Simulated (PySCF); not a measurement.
## Deuteron quadrupole couplings in `O[SiH]1N[SiH2]N[SiH2]N1`

Compound: H9N3OSi3.
Structure used (PBE0-D3(BJ)/def2-SVP), in Å, numbered top down from 1:
```
atom  x, y, z in Å
O1    -2.5838   -1.1998   -1.0668
Si2   -1.4257   -0.9058    0.0920
N3     0.0895   -1.6316   -0.3324
Si4    1.7017   -0.9861   -0.3042
N5     1.6139    0.5784    0.4417
Si6    0.3041    1.7146    0.4773
N7    -1.1519    0.7996    0.2447
H8    -2.3584   -0.8950   -1.9517
H9    -2.0370   -1.5191    1.2986
H10    0.0039   -2.5873   -0.6719
H11    2.6440   -1.8201    0.5084
H12    2.2549   -0.9541   -1.6974
H13    2.3980    0.8078    1.0446
H14    0.3771    2.7727   -0.5827
H15    0.3717    2.4301    1.7923
H16   -2.0045    1.3486    0.1582
```

Level: PBE0/pcSseg-1 (PySCF, non-relativistic); Q(2H) = 0.00286 b; rigid geometry, the same for H and D, with no vibrational averaging.

Task: Rank these positions by the coupling χzz of a deuteron there, largest first.
A. H14 (Si–H hydrogen)
B. H9 (Si–H hydrogen)
C. H16 (N–H hydrogen)
D. H13 (N–H hydrogen)
E. H8 (hydroxyl hydrogen)

Result: E (324 kHz), D (276 kHz), C (272 kHz), B (95 kHz), A (90 kHz).

Task: Give the electric field gradient Vzz (the principal value of largest size), its asymmetry and the 2H coupling at each hydrogen.

Result: 
```csv
atom,bonded to,bond length (Å),Vzz (au),η,χzz (kHz)
H8,O1,0.963,0.4818,0.06,324
H9,Si2,1.485,0.1418,0.01,95
H10,N3,1.018,0.4057,0.16,273
H11,Si4,1.498,0.1338,0.06,90
H12,Si4,1.499,0.1335,0.02,90
H13,N5,1.015,0.4114,0.16,276
H14,Si6,1.500,0.1332,0.03,90
H15,Si6,1.499,0.1334,0.05,90
H16,N7,1.018,0.4052,0.16,272
```

Task: Average by the element that carries the hydrogen.

Result: on O: 324 kHz over 1 position, mean bond length 0.963 Å; on Si: 91 kHz over 5 positions, mean bond length 1.496 Å; on N: 274 kHz over 3 positions, mean bond length 1.017 Å.

Task: Give the 2H NMR doublet splittings at H10 for a magnetic field along the z, y and x axes of the gradient: 3χ/2, 3χ(1 + η)/4, 3χ(1 − η)/4.

Result: With |χ| = 272.6 kHz and η = 0.163: 409, 238 and 171 kHz, to first order and without motion.

One conformer (not necessarily the lowest) at the PBE0-D3(BJ)/def2-SVP geometry, without solvent, vibrations or thermal averaging. These gradients aren't converged with respect to the basis.
